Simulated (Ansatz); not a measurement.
Ansatz (an electronic-structure program) input for C3H8O2Si, SMILES C([Si@@H](O)OC)=C, PBE-D3(BJ)/def2-SVP. 

Ansatz 0.2 input:
```yaml
crystal:
  periodic: [false, false, false]
  atoms:
    - {symbol: C, position_ang: [2.42178574, -0.18813328, -0.52411705]}
    - {symbol: C, position_ang: [1.56152139, -0.88679113, 0.22653292]}
    - {symbol: Si, position_ang: [-0.26118728, -0.53429429, 0.24690243]}
    - {symbol: O, position_ang: [-0.81021692, -0.17839413, 1.77785746]}
    - {symbol: O, position_ang: [-0.45446492, 0.74304531, -0.79843352]}
    - {symbol: C, position_ang: [-1.69145587, 1.29019597, -1.15998796]}
    - {symbol: H, position_ang: [2.07195925, 0.62146143, -1.17366632]}
    - {symbol: H, position_ang: [3.49847917, -0.39328239, -0.52373374]}
    - {symbol: H, position_ang: [1.95256330, -1.69255498, 0.86225147]}
    - {symbol: H, position_ang: [-1.11278648, -1.68091016, -0.16985144]}
    - {symbol: H, position_ang: [-0.28452001, 0.46226711, 2.26688495]}
    - {symbol: H, position_ang: [-2.23406780, 1.69483507, -0.28698144]}
    - {symbol: H, position_ang: [-1.52328417, 2.11367103, -1.87074644]}
    - {symbol: H, position_ang: [-2.34537424, 0.54579436, -1.65075021]}
basis:
  gaussian:
    orbitals: def2-SVP
hamiltonian:
  xc: pbe
  dispersion: d3bj
relax: {f_tol: 0.002, max_steps: 200}
```

Program output:

```
WARN ansatz: RAYON_NUM_THREADS=2 ignored (pool sized by the plan → 2); use --threads N
Functional definition: PBE
integrals: 0.07 GiB planned
1420 factors; their error is unknown
mean field: 0.40 GiB planned
mean field evaluation 1: about -15178.6694 eV, gradient 8.3e1 eV
mean field evaluation 2: about -15150.3337 eV, gradient 1.4e2 eV
mean field evaluation 4: about -15193.4694 eV, gradient 8.3e0 eV
mean field evaluation 8: about -15193.6247 eV, gradient 2.2e-1 eV
mean field evaluation 16: about -15193.5469 eV, gradient 7.3e-4 eV
mean field -15193.54689786 eV, -558.3525499405 hartree, gradient 2.3e-5 eV, S^2 0.000000; 0 other end points of the search recorded, 0 dependent functions left out
the calculation of the forces begins
reference -15193.54693511 eV, -558.3525513092 hartree; 28, 28 occupied and 100, 100 virtual orbitals, 1420 factors
relax step   1: F+E_penalty+E_count = -15193.84176164 eV  Δ(F+E_penalty+E_count) = +0.000e0 eV  max|allowed force component| = 5.047e-1 eV/Å  Δτ_max = 0.0000 Å  (30 SCF iters, accepted)
these checks for a lower state are left out or cut short: starts, cluster_reference, orbital_swaps, neighbouring_geometries, increment
integrals: 0.07 GiB planned
1420 factors; their error is unknown
mean field: 0.40 GiB planned
mean field -15193.57272715 eV, -558.3534991494 hartree, gradient 1.5e-5 eV, S^2 0.000000; 0 other end points of the search recorded, 0 dependent functions left out
the calculation of the forces begins
reference -15193.57276465 eV, -558.3535005272 hartree; 28, 28 occupied and 100, 100 virtual orbitals, 1420 factors
relax step   2: F+E_penalty+E_count = -15193.86588228 eV  Δ(F+E_penalty+E_count) = -2.412e-2 eV  max|allowed force component| = 2.083e-1 eV/Å  Δτ_max = 0.0205 Å  (31 SCF iters, accepted)
these checks for a lower state are left out or cut short: starts, cluster_reference, orbital_swaps, neighbouring_geometries, increment
integrals: 0.07 GiB planned
1420 factors; their error is unknown
mean field: 0.40 GiB planned
mean field evaluation 32: about -15193.5777 eV, gradient 8.7e-5 eV
mean field -15193.57773375 eV, -558.3536831385 hartree, gradient 1.5e-5 eV, S^2 0.000000; 0 other end points of the search recorded, 0 dependent functions left out
the calculation of the forces begins
reference -15193.57777136 eV, -558.3536845205 hartree; 28, 28 occupied and 100, 100 virtual orbitals, 1420 factors
relax step   3: F+E_penalty+E_count = -15193.86997101 eV  Δ(F+E_penalty+E_count) = -4.089e-3 eV  max|allowed force component| = 6.315e-2 eV/Å  Δτ_max = 0.0247 Å  (32 SCF iters, accepted)
these checks for a lower state are left out or cut short: starts, cluster_reference, orbital_swaps, neighbouring_geometries, increment
integrals: 0.07 GiB planned
1420 factors; their error is unknown
mean field: 0.40 GiB planned
mean field -15193.57759471 eV, -558.3536780288 hartree, gradient 1.5e-5 eV, S^2 0.000000; 0 other end points of the search recorded, 0 dependent functions left out
the calculation of the forces begins
reference -15193.57763227 eV, -558.3536794090 hartree; 28, 28 occupied and 100, 100 virtual orbitals, 1420 factors
relax step   4: F+E_penalty+E_count = -15193.87010168 eV  Δ(F+E_penalty+E_count) = -1.307e-4 eV  max|allowed force component| = 8.884e-2 eV/Å  Δτ_max = 0.0118 Å  (32 SCF iters, accepted)
these checks for a lower state are left out or cut short: starts, cluster_reference, orbital_swaps, neighbouring_geometries, increment
integrals: 0.07 GiB planned
1420 factors; their error is unknown
mean field: 0.40 GiB planned
mean field -15193.57751387 eV, -558.3536750579 hartree, gradient 1.5e-5 eV, S^2 0.000000; 0 other end points of the search recorded, 0 dependent functions left out
the calculation of the forces begins
reference -15193.57755145 eV, -558.3536764389 hartree; 28, 28 occupied and 100, 100 virtual orbitals, 1420 factors
relax step   5: F+E_penalty+E_count = -15193.86973432 eV  Δ(F+E_penalty+E_count) = +3.674e-4 eV  max|allowed force component| = 7.400e-2 eV/Å  Δτ_max = 0.0350 Å  (31 SCF iters, rejected (line search))
these checks for a lower state are left out or cut short: starts, cluster_reference, orbital_swaps, neighbouring_geometries, increment
integrals: 0.07 GiB planned
1420 factors; their error is unknown
mean field: 0.40 GiB planned
mean field -15193.57723538 eV, -558.3536648235 hartree, gradient 1.5e-5 eV, S^2 0.000000; 0 other end points of the search recorded, 0 dependent functions left out
the calculation of the forces begins
reference -15193.57727292 eV, -558.3536662034 hartree; 28, 28 occupied and 100, 100 virtual orbitals, 1420 factors
relax step   6: F+E_penalty+E_count = -15193.86990056 eV  Δ(F+E_penalty+E_count) = +2.011e-4 eV  max|allowed force component| = 1.344e-1 eV/Å  Δτ_max = 0.0175 Å  (31 SCF iters, rejected (line search))
these checks for a lower state are left out or cut short: starts, cluster_reference, orbital_swaps, neighbouring_geometries, increment
integrals: 0.07 GiB planned
1420 factors; their error is unknown
mean field: 0.40 GiB planned
mean field -15193.57865843 eV, -558.3537171197 hartree, gradient 1.5e-5 eV, S^2 0.000000; 0 other end points of the search recorded, 0 dependent functions left out
the calculation of the forces begins
reference -15193.57869599 eV, -558.3537185000 hartree; 28, 28 occupied and 100, 100 virtual orbitals, 1420 factors
relax step   7: F+E_penalty+E_count = -15193.87121973 eV  Δ(F+E_penalty+E_count) = -1.118e-3 eV  max|allowed force component| = 1.432e-2 eV/Å  Δτ_max = 0.0085 Å  (32 SCF iters, accepted)
these checks for a lower state are left out or cut short: starts, cluster_reference, orbital_swaps, neighbouring_geometries, increment
integrals: 0.07 GiB planned
1420 factors; their error is unknown
mean field: 0.40 GiB planned
mean field evaluation 64: about -15193.6561 eV, gradient 4.1e-1 eV
mean field -15193.57874396 eV, -558.3537202630 hartree, gradient 1.5e-5 eV, S^2 0.000000; 0 other end points of the search recorded, 0 dependent functions left out
the calculation of the forces begins
reference -15193.57878151 eV, -558.3537216429 hartree; 28, 28 occupied and 100, 100 virtual orbitals, 1420 factors
relax step   8: F+E_penalty+E_count = -15193.87141182 eV  Δ(F+E_penalty+E_count) = -1.921e-4 eV  max|allowed force component| = 7.818e-3 eV/Å  Δτ_max = 0.0104 Å  (31 SCF iters, accepted)
these checks for a lower state are left out or cut short: starts, cluster_reference, orbital_swaps, neighbouring_geometries, increment
integrals: 0.07 GiB planned
1420 factors; their error is unknown
mean field: 0.40 GiB planned
mean field -15193.57873918 eV, -558.3537200873 hartree, gradient 1.2e-5 eV, S^2 0.000000; 0 other end points of the search recorded, 0 dependent functions left out
the calculation of the forces begins
reference -15193.57877673 eV, -558.3537214672 hartree; 28, 28 occupied and 100, 100 virtual orbitals, 1420 factors
relax step   9: F+E_penalty+E_count = -15193.87145441 eV  Δ(F+E_penalty+E_count) = -4.260e-5 eV  max|allowed force component| = 4.878e-3 eV/Å  Δτ_max = 0.0050 Å  (24 SCF iters, accepted)
these checks for a lower state are left out or cut short: starts, cluster_reference, orbital_swaps, neighbouring_geometries, increment
integrals: 0.07 GiB planned
1420 factors; their error is unknown
mean field: 0.40 GiB planned
mean field -15193.57872107 eV, -558.3537194219 hartree, gradient 1.9e-5 eV, S^2 0.000000; 0 other end points of the search recorded, 0 dependent functions left out
the calculation of the forces begins
reference -15193.57875862 eV, -558.3537208018 hartree; 28, 28 occupied and 100, 100 virtual orbitals, 1420 factors
relax step  10: F+E_penalty+E_count = -15193.87147059 eV  Δ(F+E_penalty+E_count) = -1.618e-5 eV  max|allowed force component| = 1.929e-3 eV/Å  Δτ_max = 0.0031 Å  (24 SCF iters, accepted)
these checks for a lower state are left out or cut short: starts, cluster_reference, orbital_swaps, neighbouring_geometries, increment
integrals: 0.07 GiB planned
1420 factors; their error is unknown
mean field: 0.40 GiB planned
mean field -15193.57871396 eV, -558.3537191607 hartree, gradient 2.2e-5 eV, S^2 0.000000; 0 other end points of the search recorded, 0 dependent functions left out
the calculation of the forces begins
reference -15193.57875152 eV, -558.3537205407 hartree; 28, 28 occupied and 100, 100 virtual orbitals, 1420 factors
relax step  11: F+E_penalty+E_count = -15193.87147548 eV  Δ(F+E_penalty+E_count) = -4.880e-6 eV  max|allowed force component| = 9.659e-4 eV/Å  Δτ_max = 0.0018 Å  (22 SCF iters, accepted)
these checks for a lower state are left out or cut short: starts, cluster_reference, orbital_swaps, neighbouring_geometries, increment
integrals: 0.07 GiB planned
1420 factors; their error is unknown
mean field: 0.40 GiB planned
mean field -15193.57870316 eV, -558.3537187637 hartree, gradient 1.4e-5 eV, S^2 0.000000; 0 other end points of the search recorded, 0 dependent functions left out
the calculation of the forces begins
reference -15193.57874072 eV, -558.3537201438 hartree; 28, 28 occupied and 100, 100 virtual orbitals, 1420 factors
relax step  12: F+E_penalty+E_count = -15193.87147899 eV  Δ(F+E_penalty+E_count) = -3.512e-6 eV  max|allowed force component| = 1.134e-3 eV/Å  Δτ_max = 0.0022 Å  (23 SCF iters, accepted)
these checks for a lower state are left out or cut short: starts, cluster_reference, orbital_swaps, neighbouring_geometries, increment
integrals: 0.07 GiB planned
1420 factors; their error is unknown
mean field: 0.40 GiB planned
mean field evaluation 96: about -15193.5787 eV, gradient 9.5e-2 eV
mean field -15193.57869998 eV, -558.3537186467 hartree, gradient 1.3e-5 eV, S^2 0.000000; 0 other end points of the search recorded, 0 dependent functions left out
the calculation of the forces begins
reference -15193.57873754 eV, -558.3537200269 hartree; 28, 28 occupied and 100, 100 virtual orbitals, 1420 factors
relax step  13: F+E_penalty+E_count = -15193.87148085 eV  Δ(F+E_penalty+E_count) = -1.861e-6 eV  max|allowed force component| = 1.970e-3 eV/Å  Δτ_max = 0.0022 Å  (23 SCF iters, accepted)
integrals: 0.07 GiB planned
1420 factors; their error is unknown
mean field: 0.40 GiB planned
mean field -15193.57869998 eV, -558.3537186467 hartree, gradient 1.3e-5 eV, S^2 0.000000; 1 other end points of the search recorded, 0 dependent functions left out
the calculation of the forces begins
reference -15193.57873754 eV, -558.3537200269 hartree; 28, 28 occupied and 100, 100 virtual orbitals, 1420 factors
Total energy: -15193.87151840 eV, -558.3644795254 hartree
Atom 0 at     2.443914    -0.190852    -0.523744 Å, force    -0.000669     0.001362     0.001971 eV/Å
Atom 1 at     1.568140    -0.891311     0.225903 Å, force     0.000321    -0.000244    -0.000514 eV/Å
Atom 2 at    -0.262994    -0.531401     0.247140 Å, force    -0.000595    -0.000241     0.000202 eV/Å
Atom 3 at    -0.821529    -0.184616     1.796001 Å, force     0.000231    -0.000349    -0.001369 eV/Å
Atom 4 at    -0.445636     0.762462    -0.808328 Å, force    -0.000807    -0.000430     0.000908 eV/Å
Atom 5 at    -1.705905     1.295454    -1.165951 Å, force    -0.000079     0.000467    -0.000795 eV/Å
Atom 6 at     2.099417     0.627888    -1.178309 Å, force     0.000107    -0.001062    -0.000904 eV/Å
Atom 7 at     3.527610    -0.402992    -0.517396 Å, force    -0.000062    -0.000104     0.000075 eV/Å
Atom 8 at     1.951800    -1.706675     0.868233 Å, force     0.000273    -0.000094    -0.000975 eV/Å
Atom 9 at    -1.129761    -1.680755    -0.172313 Å, force     0.000280    -0.000040    -0.000022 eV/Å
Atom 10 at    -0.270588     0.459678     2.275323 Å, force     0.000335     0.000741     0.001078 eV/Å
Atom 11 at    -2.253622     1.700049    -0.284501 Å, force     0.000132     0.000119     0.000017 eV/Å
Atom 12 at    -1.551541     2.124639    -1.886866 Å, force     0.000258    -0.000198    -0.000130 eV/Å
Atom 13 at    -2.360354     0.535342    -1.653032 Å, force     0.000275     0.000072     0.000458 eV/Å
Dipole moment:     0.131336     0.197344     0.031596 e Å
```

Self-consistency was reached.
